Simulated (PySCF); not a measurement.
**C₆ coefficients of unlike pairs at PBE0**

Calculated with PySCF 2.14 from the dipole response of each species, C₆(A,B) = (3/π) ∫ α_A(iu) α_B(iu) du, in atomic units, from isotropic polarisabilities. For ions this is the dispersion term alone; charge-induced terms of lower order in 1/R come first.

```json
{"species": "Rh³⁺", "configuration": "[Kr] 4d6 (5D)", "basis": "aug-cc-pwCVTZ-DK (11s10p8d4f3g)", "relativity": "spin-free X2C", "α (bohr³)": "4.674", "C₆ (like pair)": "21.41"}
{"species": "Ge", "configuration": "[Ar] 3d10 4s2 4p2 (3P)", "basis": "aug-cc-pVDZ-DK (6s5p3d)", "relativity": "spin-free X2C", "α (bohr³)": "41.25", "C₆ (like pair)": "356.7"}
{"species": "B⁺", "configuration": "[He] 2s2 (1S)", "basis": "aug-cc-pVDZ (4s3p2d)", "relativity": "none", "α (bohr³)": "10.87", "C₆ (like pair)": "29.65"}
{"species": "Al⁺", "configuration": "[Ne] 3s2 (1S)", "basis": "dyall-av3z (19s12p3d2f)", "relativity": "none", "α (bohr³)": "24.75", "C₆ (like pair)": "126.3"}
```

(1) Estimate C₆ for Al⁺ with Ge.

No spin-orbit coupling is included.

The other pairs:

```
     pair     C₆
 B⁺, Rh³⁺  20.24
   B⁺, Ge  102.6
 Ge, Rh³⁺  67.93
Al⁺, Rh³⁺  39.32
  Al⁺, B⁺  60.88
```

Results:

(1) The integral gives 212.0. The combination rule 2 C_A C_B / (C_A α_B/α_A + C_B α_A/α_B) gives 212.3 and the geometric mean 212.3.
